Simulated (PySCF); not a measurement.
**Dipole moment and polarisability of `Cc1pcc(C#N)cp1`**

C6H5NP2.
Geometry (GFN2-xTB, Å), atoms numbered from 1 in this order:
```xyz
14
C6H5NP2 angstrom
C      2.7254   -0.7513   -0.0952
C      1.2671   -0.3716   -0.0467
P      0.5248   -0.0837   -1.5986
C     -1.0990    0.3647   -1.2038
C     -1.6767    0.4651    0.0560
C     -3.0417    0.8516    0.1040
N     -4.1445    1.1620    0.1430
C     -1.0540    0.2184    1.2736
P      0.5817   -0.2706    1.5539
H      3.3468    0.1454   -0.0523
H      2.9964   -1.3806    0.7518
H      2.9654   -1.2743   -1.0202
H     -1.7345    0.5867   -2.0543
H     -1.6578    0.3377    2.1667
```

Level: CAM-B3LYP/def2-SVPD (PySCF), static field, nuclei fixed, core orbitals frozen in the response. The polarisability tensor in these axes (au):

```
x   164.91 -25.43  -2.16
y   -25.43  80.28  -2.42
z    -2.16  -2.42 128.87
```

Task: What are the eigenvalues, a third of the trace, and Δα (Δα² = ½Σ(αi − αj)² over the three pairs)?

Result: Principal values 73.07, 128.97 and 172.01 au; mean 124.68 au = 18.48 Å³ = 20.56 × 10⁻⁴⁰ C²·m²/J; Δα = 85.93 au (69 % of the mean).

Task: What is the dipole moment, and where does it point?

Result: (3.90, -1.02, -0.13) D, 4.04 D in size, pointing from the negative to the positive side. Measured along this direction, the outermost atoms are N7 at the negative end and H12, H11 and H10 at the positive end.

Task: In TDDFT the mean static polarisability is Σ f/ω² over all singlet excitations (ω in hartree). How much of it do the 8 lowest give? Their energies (eV) and oscillator strengths: 4.05, 0.0004; 4.18, 0.0179; 4.22, 0.0000; 4.61, 0.0065; 5.16, 0.4705; 5.23, 0.3057; 5.48, 0.0014; 5.54, 0.0070.

Result: They add up to 22.57 au, 18.1 % of the 124.68 au; the largest single term is 13.09 au, from the state at 5.16 eV. Terms in order: 0.02, 0.76, 0.00, 0.23, 13.09, 8.27, 0.03, 0.17 au. Higher excitations give the rest. The strengths listed sum to 0.810.

Task: How large is μ²/3kT at 350 K beside α?

Result: In Gaussian units μ²/3kT = 112.34 Å³ against 18.48 Å³, a ratio of 6.08; the Debye molar polarisation (4π/3)N_A(α + μ²/3kT) is 330.0 cm³/mol, leaving out the vibrational part.

Task: Refractivity n − 1 of an ideal gas of it at 350 K and 1 atm, from the electronic α?

Result: N = p/kT = 2.0968 × 10¹⁹ cm⁻³, so n − 1 = 2π × N × 18.48 × 10⁻²⁴ cm³ = 2434 × 10⁻⁶ at long wavelengths, for an ideal gas.

Geometry: GFN2-xTB; no solvent, vibrations or thermal averaging.
